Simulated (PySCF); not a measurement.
SiHCl2F, singlet: at a first-order saddle point.

run.py

```python
import json, numpy as np
from pyscf import gto, scf, dft, mp, cc
EV, BOHR = 27.211386245988, 0.529177210903
mol = gto.M(atom="""
Si 0.871565 0.146004 0.700003
F 0.604410 0.013681 -1.138617
H -0.271798 -0.701232 -0.850030
Cl -0.227245 1.895932 0.935971
Cl -0.976832 -1.354485 0.352673
""", basis="sto-3g", charge=0, spin=0, max_memory=7225, verbose=0)
def mean_field(mol, dm=None):
    mf = scf.RHF(mol).density_fit()
    mf.conv_tol = 1e-9
    mf.kernel(dm0=dm)
    if not mf.converged: mf = mf.newton().run(mf.mo_coeff, mf.mo_occ)
    assert mf.converged
    return mf
def d4(mol):
    return 0.0, np.zeros((5, 3))
def energy_and_gradient(mol, dm=None):
    mf = mean_field(mol, dm); e, g = d4(mol)
    return mf, (mf.e_tot + e) * EV, (mf.nuc_grad_method().kernel()[:5] + g) * EV / BOHR
out = {}
mf = mean_field(mol); e = d4(mol)[0]
out.update(energy=(mf.e_tot + e) * EV, converged=True, dispersion=e * EV)
out['s2'] = mf.spin_square()[0]; out['nelec'] = mol.nelec
print(f"Total energy {out['energy']:.6f} eV, <S^2> {out['s2']:.4f}")
json.dump(out, open("out.json", "w"), default=float)
```

Command:

```bash
OMP_NUM_THREADS=4 python run.py
```

It printed (PySCF 2.14):

```
Total energy -35195.687724 eV, <S^2> 0.0000
```

The run took about 0.8 s on 4 CPU threads of an Arm Neoverse V1 (shared host).
